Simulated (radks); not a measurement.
The nuclear charge of the erbium ion Er2+ is varied continuously with 66 electrons held in [Xe] 4f12. All-electron calculation, scalar-relativistic Kohn-Sham, r2SCAN, spin-polarised, spherical densities, finite nucleus; open shells are filled with parallel spins first (spin-orbit coupling, left out, can overturn this in heavy ions); meta-GGA in the generalised Kohn-Sham scheme; Fermi nuclear charge, rms radius 5.2516 fm. Program: a radial shooting solver on a logarithmic mesh with Libxc functionals. By the Hellmann-Feynman theorem dE/dZ = E(electron-nucleus)/Z, the electronic potential at the nucleus (averaged over a nucleus of fixed radius). The scalar-relativistic energy here is not variational (the density holds large components alone), so the two differ by a part that grows with Z.

Z = 67.6: E (hartree) -12896.6542; E(electron-nucleus)/Z (hartree) -467.645; HOMO 4f; e(HOMO) (eV) -9.783; <r> HOMO (bohr) 0.8747
Z = 67.8: E (hartree) -12990.9911; E(electron-nucleus)/Z (hartree) -469.704; HOMO 4f; e(HOMO) (eV) -12.815; <r> HOMO (bohr) 0.8500
Z = 68: E (hartree) -13085.7463; E(electron-nucleus)/Z (hartree) -471.762; HOMO 4f; e(HOMO) (eV) -16.038; <r> HOMO (bohr) 0.8292
Z = 68.2: E (hartree) -13180.9197; E(electron-nucleus)/Z (hartree) -473.820; HOMO 4f; e(HOMO) (eV) -19.430; <r> HOMO (bohr) 0.8110
Z = 68.4: E (hartree) -13276.5114; E(electron-nucleus)/Z (hartree) -475.878; HOMO 4f; e(HOMO) (eV) -22.975; <r> HOMO (bohr) 0.7946
Z = 68.6: E (hartree) -13372.5214; E(electron-nucleus)/Z (hartree) -477.936; HOMO 4f; e(HOMO) (eV) -26.664; <r> HOMO (bohr) 0.7797
Z = 68.8: E (hartree) -13468.9499; E(electron-nucleus)/Z (hartree) -479.995; HOMO 4f; e(HOMO) (eV) -30.486; <r> HOMO (bohr) 0.7660
Z = 69: E (hartree) -13565.7971; E(electron-nucleus)/Z (hartree) -482.054; HOMO 4f; e(HOMO) (eV) -34.436; <r> HOMO (bohr) 0.7532

The central difference of E at Z = 68 is -474.822 hartree, to compare with the third column; the second derivative is -10.5 hartree.
